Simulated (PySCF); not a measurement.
Which method gave which barrier?

Saddle point of GaH$_{2}$F, singlet (GaH₂F ([F][GaH2]) → GaH + HF; bonds formed: F2–H3; bonds broken: Ga1–F2, Ga1–H3), PBE0-D4/def2-TZVP structure:

```
atom    x (Å)    y (Å)    z (Å)
 Ga1  -0.5399   0.4019   0.1014
  F2   0.9799  -0.8274  -0.4990
  H3   0.0005  -0.3846  -1.2339
  H4  -0.4405   0.8101   1.6316
```

Program: PySCF 2.14 with density fitting (its default auxiliary sets; JK sets also for MP2 and CCSD(T)). Basis: def2-TZVPP, with def2-QZVPP for the basis limit. Cores are frozen in the correlated methods. Filled d shells of the heavier atoms are correlated. The def2 sets are not built for correlating such inner shells, so the correlated values are less sure here. Extrapolation: Hartree–Fock as exp(−7.88 √X), correlation as X^−2.97. Four methods, as single points on the PBE0-D4 structures, gave these electronic barriers from the start structure: 194.2, 231.9, 258.4, 326.8 kJ/mol.

Q: The methods were, in alphabetical order, CCSD(T), HF, r2SCAN-D4, SPW92. Which gave which? (A judgement: the text doesn't fix the answer.)

A: Computed: SPW92 194.2; r2SCAN-D4 231.9; CCSD(T) 258.4; HF 326.8 kJ/mol. For comparison, CCSD(T) at an estimated basis limit (MP2 extrapolated from triple and quadruple zeta, plus CCSD(T) − MP2 in triple zeta) gives 247.7 kJ/mol.

T1 diagnostic: at most 0.019. The restricted Hartree–Fock reference is unstable towards an unrestricted one at one or more of these structures.

Labels in which every atom is bracketed show which atoms are joined, not bond orders.

For scale, one of the runs: CCSD(T)/def2-TZVPP, 107 basis functions, launched by `OMP_NUM_THREADS=4 python run.py`. Hardware: 4 CPU threads of an Arm Neoverse V1, shared host. Wall time about 49 s.
